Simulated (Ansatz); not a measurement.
Wavefunction ladder for `CC([SeH])[TeH]`

| atom | x (Å) | y (Å) | z (Å) |
| --- | --- | --- | --- |
| C1 | -0.7563 | 0.6453 | 0.3373 |
| C2 | 0.1576 | -0.1301 | -0.5820 |
| Se3 | 0.3636 | -2.0078 | -0.0742 |
| Te4 | 2.1366 | 0.7125 | -0.7195 |
| H5 | -0.3902 | 0.6242 | 1.3651 |
| H6 | -0.8312 | 1.6876 | 0.0172 |
| H7 | -1.7606 | 0.2099 | 0.3301 |
| H8 | -0.1936 | -0.0993 | -1.6142 |
| H9 | -1.0835 | -2.2886 | 0.0177 |
| H10 | 2.3577 | 0.6463 | 0.9225 |

Total charge 0; spin multiplicity 1. Correlated methods include outer-core shells of Se, Te, which these sets cover unevenly. Scalar relativity is left out up to krypton. Te takes the def2 core potential. Geometry: relaxed with PBE0-D4/def2-TZVP. It is one conformer, not always the lowest. Frozen core, restricted reference, the Gaussian-basis code of Ansatz.

```csv
basis,HF (Eh),MP2 corr.
def2-SVP,-2745.68399,-0.65491
def2-TZVPP,-2746.08245,-1.10430
def2-QZVPP,-2746.13557,-1.58933
```

(1) Estimate the CCSD correlation energy and the (T) correction in each basis where they were run (hartree).

Answers

(1) 
| basis | CCSD corr. | (T) |
| --- | --- | --- |
| def2-SVP | -0.69615 | -0.02148 |
| def2-TZVPP | -1.10884 | -0.03851 |
